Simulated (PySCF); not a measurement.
**Radial density of In(2+) (indium, charge +2)**

UHF, [Kr] 4d10 5s1, 2S determinant. Calculation: PySCF 2.14, in dyall-av2z (22s16p12d, 130 functions); the non-relativistic Hamiltonian (point nucleus).

```tsv
r (bohr)	4πr²ρ (e/bohr)	4πr²(ρα − ρβ)
0.000542	0.2894	0.0001
0.000912	0.7898	0.0001
0.00153	2.103	0.0004
0.00258	5.369	0.0010
0.00434	12.79	0.0023
0.00730	27.11	0.0047
0.0123	47.37	0.0075
0.0206	61.09	0.0067
0.0347	55.63	0.0002
0.0584	60.11	0.0059
0.0983	79.11	0.0156
0.165	56.63	-0.0155
0.278	64.99	0.0345
0.468	27.42	0.0078
0.786	21.95	0.0278
1.32	10.38	0.0987
2.23	1.433	0.5582
3.74	0.1440	0.1346
6.30	0.002114	0.0021
10.6	1.766e-05	0.0000
```

A non-relativistic calculation at this Z misses sizeable relativistic shifts.

Task: Where is the radial spin density 4πr²(ρα − ρβ) most negative, and why is it negative at all?

Result: Around r = 0.165 bohr, down to -0.0155 e/bohr: exchange with the open shell polarises the paired shells in an unrestricted calculation.
